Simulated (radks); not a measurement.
Ionisation of neutral fluorine, [He] 2s2 2p5, to [He] 2s2 2p4 as the strength of local exchange is varied. Calculated with a radial shooting solver on a logarithmic mesh with Libxc functionals: Dirac Kohn-Sham, Slater X-alpha exchange (alpha = 2/3 is LDA exchange), no correlation, spin-unpolarised, spherical densities, point nucleus; open shells are shared between the two j in proportion to 2j + 1.

| alpha | E(F) (hartree) | exchange (hartree) | IE (eV) | -e of the level emptied (eV) | <r> of it (bohr) |
|---|---|---|---|---|---|
| 0.583 | -97.42984 | -7.75592 | 16.540 | 8.602 (2p3/2) | 1.145 |
| 0.667 | -98.55315 | -8.96575 | 18.045 | 9.866 (2p3/2) | 1.117 |
| 0.758 | -99.78316 | -10.30217 | 19.744 | 11.314 (2p3/2) | 1.088 |
| 0.848 | -101.01300 | -11.65016 | 21.493 | 12.825 (2p3/2) | 1.062 |
| 0.869 | -101.30187 | -11.96844 | 21.911 | 13.188 (2p3/2) | 1.057 |
| 1.006 | -103.20400 | -14.07948 | 24.727 | 15.660 (2p3/2) | 1.021 |

NIST Atomic Spectra Database: 17.423 eV (measured). The Delta-SCF value meets it near alpha = 0.63. Spin polarisation and multiplet splitting are left out, so open shells lie too high by an amount that depends on their filling.

Beside tabulated values, note that spin-unpolarised runs miss the spin-polarisation part of the exchange energy of open shells.
